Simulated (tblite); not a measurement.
Start geometry of `C=CC(=O)[Si@@H](F)C(C)(C)C` from a force field or distance geometry (Å):
```
atom  x, y, z in Å
C1     3.5790    0.8806    0.0278
C2     2.6208    1.7723    0.2971
C3     1.2111    1.4132    0.3684
O4     0.3995    2.3392    0.6279
Si5    0.7032   -0.3147    0.0480
F6     1.2937   -1.3979    1.1850
C7    -1.1302   -0.4934   -0.2365
C8    -1.7576    0.7942   -0.7481
C9    -1.8838   -0.9136    1.0025
C10   -1.2834   -1.6427   -1.2301
H11    4.6188    1.1408   -0.0159
H12    3.2923   -0.1559   -0.1662
H13    2.9246    2.8053    0.5107
H14    1.3494   -0.6813   -1.2472
H15   -2.1258    1.4047    0.1142
H16   -2.6267    0.5755   -1.3908
H17   -1.0445    1.3810   -1.3434
H18   -1.4557   -1.8333    1.4872
H19   -2.9211   -1.2074    0.7010
H20   -1.9999   -0.0946    1.7389
H21   -0.7993   -1.3272   -2.1821
H22   -0.6410   -2.4649   -0.8345
H23   -2.3283   -1.9528   -1.3448
```

What comes out of this run: GFN2-xTB geometry optimisation, gas phase in tblite 0.8.0?

```
atom  x, y, z in Å
C1     3.649    0.914    0.384
C2     2.633    1.628    0.850
C3     1.223    1.378    0.506
O4     0.360    2.161    0.863
Si5    0.730   -0.189   -0.509
F6     1.500   -1.447    0.177
C7    -1.149   -0.511   -0.409
C8    -1.919    0.619   -1.101
C9    -1.596   -0.588    1.057
C10   -1.481   -1.839   -1.099
H11    4.668    1.140    0.650
H12    3.502    0.080   -0.281
H13    2.795    2.470    1.511
H14    1.263   -0.153   -1.867
H15   -1.704    1.573   -0.627
H16   -2.991    0.437   -1.034
H17   -1.649    0.687   -2.153
H18   -1.056   -1.370    1.588
H19   -2.661   -0.810    1.112
H20   -1.420    0.360    1.561
H21   -1.192   -1.817   -2.148
H22   -0.960   -2.664   -0.619
H23   -2.552   -2.033   -1.045
```

The energy falls by 17.4 kcal/mol over 167 L-BFGS steps, the largest force on an atom goes from 4.21 to 0.008 eV/Å, and the atoms move by 0.640 Å rms after alignment. The bond that changes most is C3–Si5 (carbonyl carbon to fluorine-bound silicon), which lengthens by 0.101 Å. Bonds longer at the end by more than 0.005 Å: 6 of 22; shorter: 15. Among the angles that change most is C7–Si5–H14, from 105.6° to 114.3°. Among the dihedrals that turn most is C3–Si5–C7–C9, from -97° to -54°. Rotational constants go from 1745, 807.2, 668.1 to 1833, 789.2, 648.1 MHz. The orientation of the end geometry is arbitrary; only internal coordinates are fixed.

Time: 1.5 s wall. Hardware: one thread of an Arm Neoverse V2, on a shared host.

Its GFN2-xTB frequencies are all real (lowest 31 cm⁻¹). The numbers are those of one conformer.

All values are computed, not measured.
